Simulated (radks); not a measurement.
Results of a calculation; reference values are marked as such.
Spin polarisation of the 6p1 shell in the lead ion Pb+. Start: [Hg] 6p(up 0.5, down 0.5); electrons of 6p are moved from spin down to spin up, other shells keep equal spins. Code: a radial shooting solver on a logarithmic mesh with Libxc functionals. Model: non-relativistic Kohn-Sham, PBE, spin-polarised, spherical densities, point nucleus.

moment (Bohr magnetons)  E - E(0) (eV)  e(6p up) (eV)  e(6p down) (eV)  6s down minus up (eV)  5d down minus up (eV)  5p down minus up (eV)
0                                0.000         -9.914           -9.914                  0.000                 0.000                  0.000
0.25                            -0.012        -10.004           -9.819                  0.174                  0.027                  0.009
0.5                             -0.046        -10.090           -9.718                  0.348                  0.055                  0.018
0.75                            -0.104        -10.171           -9.613                  0.522                  0.083                  0.027
1                               -0.186        -10.247           -9.501                  0.696                  0.111                  0.037

At moment 1 the spin-polarisation energy is -0.186 eV and the 6p exchange splitting 0.747 eV, that is 0.747 eV per Bohr magneton; E = -I m^2/4 would give I = 0.744 eV.
